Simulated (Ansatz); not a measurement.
Ansatz (an electronic-structure program) input:

Ansatz 0.2 input:
```yaml
crystal:
  periodic: [false, false, false]
  atoms:
    - {symbol: C, position_ang: [-1.40160559, 0.41218517, -0.22244546]}
    - {symbol: O, position_ang: [-0.62091747, -0.50762485, 0.54594189]}
    - {symbol: B, position_ang: [0.72198045, -0.56575623, 0.44459868]}
    - {symbol: N, position_ang: [1.54935070, 0.20882645, -0.37453567]}
    - {symbol: H, position_ang: [-2.44562921, 0.25855579, 0.04199074]}
    - {symbol: H, position_ang: [-1.27446934, 0.23103105, -1.29303709]}
    - {symbol: H, position_ang: [-1.12387093, 1.44445981, 0.00650740]}
    - {symbol: H, position_ang: [1.21858076, 0.92610005, -1.00594690]}
    - {symbol: H, position_ang: [2.54700492, 0.09473711, -0.38362028]}
basis:
  gaussian:
    orbitals: def2-TZVPD
hamiltonian:
  xc: {name: B3LYP}
magnetization: {spin_polarized: true, initial_magnetization: 1}
output: {forces: true}
```

Question: Which total energy does the run end on?

Answer: -196.03471 Eh (B3LYP/def2-TZVPD). The basis has 196 functions.

It need not be the lowest isomer of its formula.
